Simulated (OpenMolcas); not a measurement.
## Se⁺: effect of the active space

- Program: OpenMolcas 26.06
- Method: CASSCF or its RAS form
- Basis: ANO-RCC
- Scalar Hamiltonian: DKH2, point nucleus
- Spin-orbit coupling: state interaction with AMFI integrals over the reference wave functions, term energies averaged over their components

A. 5 electrons in 8 orbitals (4s 4p 5s 5p); 2S+1 = 4 odd, 1 root; 2S+1 = 2 odd, 8 roots; 2S+1 = 4 even, 3 roots; 2S+1 = 2 even, 9 roots; cost of the order of 27 core-seconds
B. 3 electrons in 9 orbitals (RAS2 4p; RAS3 4d 5s, at most 1 electron); 2S+1 = 4 odd, 1 root; 2S+1 = 2 odd, 8 roots; 2S+1 = 4 even, 18 roots; 2S+1 = 2 even, 54 roots; cost about 40 core-seconds
C. 5 electrons in 9 orbitals (RAS2 4s 4p; RAS3 4d, at most 2 electrons); 2S+1 = 4 odd, 1 root; 2S+1 = 2 odd, 8 roots; 2S+1 = 4 even, 3 roots; 2S+1 = 2 even, 8 roots; cost about 40 core-seconds

Energies in cm-1 above 4s2 4p3 4S* 3/2, the measured ground level; measured values from NIST Handbook of Basic Atomic Spectroscopic Data.

| Level | A | B | C | Measured |
| --- | --- | --- | --- | --- |
| 4s2 4p3 4S* 3/2 | 0.0 | 0.0 | 0.0 | 0.0 |
| 4s2 4p3 2D* 3/2 | 16828 | 17489 | 16637 | 13168 |
| 4s2 4p3 2D* 5/2 | 17499 | 17892 | 17099 | 13784 |
| 4s2 4p3 2P* 1/2 | 24251 | 29572 | 26783 | 23038 |
| 4s2 4p3 2P* 3/2 | 25017 | 30111 | 27350 | 23895 |

Deviations, from unrounded energies. A percentage is the sum of absolute deviations over the sum of measured energies, with the sign that they share, or ± where signs differ.

| Against measurement | Levels | A | B | C |
| --- | --- | --- | --- | --- |
| mean absolute deviation (cm-1) | 4 | 2400 | 5300 | 3500 |
| other terms of the ground configuration (%) | 4 | +13.1 | +28.7 | +18.9 |

A lies closest to measurement on these levels and B furthest from it. The largest miss of A in the table is 4s2 4p3 2D* 5/2, by +3700 cm-1. The ranking rests on the paired levels alone, and a cruder setting can come out closer through cancelling errors.

Among A to C the level of the table that moves most is 4s2 4p3 2P* 1/2, by 5300 cm-1 (lowest in A, highest in B).

Without dynamic correlation excited terms often stand tens of per cent too high (terms of higher spin than the ground term too low), and those without a measured partner can miss by more than the paired ones. Active for correlation alone: 5p 5s; no level in the range computed is led by a configuration that fills them, so any true level of that kind is missing (holds for A). With the s shell closed, the reference lacks s² → p² mixing (holds for B). The run also gave levels led by 4s2 4p2 4d, which use shells meant for correlation; these and all levels above them are left out (holds for C). Measured partners are found by configuration, term and J. A level has none where our copy of the source lacks it or the pairing is in doubt (some pairs that miss far off the trend of their configuration count as doubtful), and it then counts in no deviation. Only configurations of the active space appear. The table leaves out levels that lie high or whose names do not pair safely across all columns.

* marks odd parity.
